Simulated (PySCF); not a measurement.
[V(SH)4]-: V(III) (d2), charge -1. The structure is a PBE0-D3(BJ)/def2-TZVP geometry optimised for multiplicity 3; coordination tetrahedral, point group S4, metal–donor distances 2.31 Å.

Method (PySCF 2.14, density fitting): CASSCF(2,5) with orbitals averaged over all microstates of the shell, strongly contracted NEVPT2 on the averaged canonical orbitals; basis x2c-TZVPall on the metal, x2c-SVPall elsewhere; spin-free X2C; IEF-PCM dichloromethane; spin-orbit coupling by state interaction with the mean-field operator over all roots.

CASSCF energies above the lowest CASSCF root:

```tsv
state	CASSCF / cm⁻¹
3B (from 3A2)	0
3E (from 3T2)	6936
3B (from 3T2)	7490
3A (from 3T1)	11792
3E (from 3T1)	12094
1A (from 1E)	13284
1B (from 1E)	13460
1E (from 1T2)	19484
1B (from 1T2)	20038
3A (from 3T1)	21782
1A (from 1A1)	21804
3E (from 3T1)	22138
1A	23163
1E (from 1T1)	24000
1A (from 1E)	27797
1B (from 1E)	27933
1E (from 1T2)	29334
1B (from 1T2)	29529
1A (from 1A1)	51238
```

**Question.** How does dynamic correlation (SC-NEVPT2) move these states?

**Answer.** 
```tsv
state	NEVPT2 / cm⁻¹	shift / cm⁻¹
3B (from 3A2)	0	0
3E (from 3T2)	8121	+1185
3B (from 3T2)	8992	+1502
3A (from 3T1)	13252	+1459
3E (from 3T1)	13896	+1802
1A (from 1E)	11054	-2231
1B (from 1E)	11343	-2117
1E (from 1T2)	18799	-686
1B (from 1T2)	19674	-364
3A (from 3T1)	20713	-1069
1A (from 1A1)	19396	-2409
3E (from 3T1)	21054	-1084
1A	21819	-1344
1E (from 1T1)	23036	-964
1A (from 1E)	27966	+169
1B (from 1E)	28108	+175
1E (from 1T2)	29224	-110
1B (from 1T2)	29432	-97
1A (from 1A1)	44422	-6816
```

NEVPT2 lifts 3B (from 3T2) from 7490 to 8992 cm⁻¹; on the d shell alone such lifts tend to overshoot. NEVPT2 on the d shell alone tends to put d–d bands too high for such charged or covalently bound ions.
